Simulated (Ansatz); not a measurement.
A nudged elastic band was laid between two geometries of CH₃CuS (6 atoms, charge 0, multiplicity 1).

Level of theory: RKS B3LYP/def2-SVP (Ansatz).

```json
{
 "movable images": "5",
 "climbing image": "yes",
 "spring": "5.0 eV/Å²",
 "optimiser": "quadratic models (default)",
 "start path": "through a guess of the saddle point",
 "force threshold": "0.03 eV/Å",
 "iteration limit": "60",
 "end points": "relaxed"
}
```

First end point:

```xyz
6
Properties=species:S:1:pos:R:3
C -0.362 0.349 -0.320
S 0.125 -1.382 0.078
Cu 1.736 -1.124 1.463
H -1.192 0.282 -1.040
H 0.454 0.916 -0.791
H -0.720 0.896 0.564
```

Last end point:

```xyz
6
Properties=species:S:1:pos:R:3
C -0.522 0.878 -0.136
S -0.321 -0.782 0.206
Cu 1.658 -1.682 0.954
H -0.135 -1.288 -1.037
H 0.204 1.377 -0.784
H -0.843 1.433 0.751
```

Problem. Which bonds break or form, and what moves?

Solution. Bonds broken: C1–H4. Bonds formed: S2–H4.

Problem. What energy profile does the band end with?

Solution. It converged. The highest image is number 4 of 0 to 6, 3.57 eV above the first end and 1.04 eV above the last; the last end lies 2.53 eV above the first. Neighbouring images differ by up to 1.8 eV, so the band resolves the path poorly. A vibrational analysis at the climbing image gives one clearly imaginary mode, 1420i cm⁻¹: a first-order saddle point. The orbitals stay closed-shell, which can raise the energy where a bond breaks towards radicals; this wasn't checked here.

```tsv
image	path coordinate (Å)	energy (eV)	C1–H4 (Å)	S2–H4 (Å)
0	0.00	0.00	1.10	2.40
1	0.52	0.03	1.10	2.40
2	1.05	0.26	1.09	2.23
3	1.57	1.81	1.20	1.79
4	2.10	3.57	1.65	1.42
5	2.55	2.91	2.06	1.34
6	3.01	2.53	2.38	1.36
```

Problem. What is the geometry of the highest image?

Solution. 
```xyz
6
Properties=species:S:1:pos:R:3
C -0.434 0.724 -0.184
S -0.205 -0.986 0.292
Cu 1.752 -1.664 1.166
H -0.573 -0.676 -1.048
H 0.330 1.132 -0.851
H -0.827 1.405 0.580
```

Run time: 3.1 min on 1 thread of Arm Neoverse V2 (shared host), peak memory 0.16 GiB.
